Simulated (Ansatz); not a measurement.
Saddle point of ZnH$_{4}$SO$_{2}$, singlet (ZnH₂SO ([OH][Zn][SH]) + H₂O → ZnH₂O₂ ([OH][Zn][OH]) + H₂S (still joined by a long Zn–S bond); bonds formed: S2–H4; dative contacts that become bonds: Zn1–O5; bonds broken: H4–O5; bonds weakened to dative contacts: Zn1–S2), PBE0-D4/def2-TZVP structure:

Zn1  (-0.486, -0.045, -0.529)
S2  (1.700, 0.614, 0.525)
O3  (-1.054, -0.214, -2.218)
H4  (0.514, 0.337, 1.393)
O5  (-0.818, -0.161, 1.319)
H6  (2.158, -0.646, 0.605)
H7  (-0.389, 0.018, -2.868)
H8  (-1.624, 0.097, 1.772)
(Å)

Energies are electronic, without zero-point energy. Barriers and step energies count from the start structure reached by relaxing down the imaginary mode; all methods use the PBE0-D4 structures, on which another method's saddle can fall below an end. Program: Ansatz 0.2.0. Basis: def2-TZVPP, with def2-QZVPP for the basis limit. Cores are frozen in the correlated methods. The 3s and 3p shells of Cu and Zn are frozen; filled d shells are correlated. B3LYP uses VWN-RPA correlation. Extrapolation: Hartree–Fock as exp(−7.88 √X), correlation as X^−2.97.

```csv
method,barrier (kcal/mol),step energy (kcal/mol)
SPW92,19.62,20.94
PBE-D4,21.57,19.21
BLYP-D4,22.27,17.40
r2SCAN-D4,?,20.68
B97M-V,26.35,20.35
PBE0-D4,?,21.70
B3LYP-D4,25.14,19.71
r2SCAN0-D4,26.61,22.65
BHLYP-D4,28.94,22.12
CAM-B3LYP-D4,26.09,20.28
wB97X-V,26.52,20.50
wB97M-V,27.30,21.53
B2PLYP,25.73,20.02
PBE-QIDH,26.66,22.25
RPA on PBE,?,18.34
HF,35.15,24.11
MP2,25.67,20.36
CCSD,28.08,20.87
CCSD(T),26.47,20.48
```

(1) Fill in the withheld barriers. (An estimate is asked for; the value comes from the calculation.)

The T1 diagnostic stays at or below 0.016.

Answers

(1) By the calculation: r2SCAN-D4 24.01; PBE0-D4 25.08; RPA on PBE 24.96 kcal/mol. Each is the energy of the saddle less that of the start structure, by the same method.

For comparison, the barrier by CCSD(T) at an estimated basis limit (MP2 extrapolated from triple and quadruple zeta, plus CCSD(T) − MP2 in triple zeta) is 26.86 kcal/mol.

Labels in which every atom is bracketed show which atoms are joined, not bond orders.

For scale, one of the runs: CCSD(T)/def2-TZVPP, 224 basis functions, launched by `ansatz run in.yaml --threads 8 --pin off --events-out ev --progress --plain --max-ram 19148MiB`. Time: 73 s of wall clock on 8 CPU threads of an Arm Neoverse V1; the host was shared. Peak host memory: 3.6 GiB.
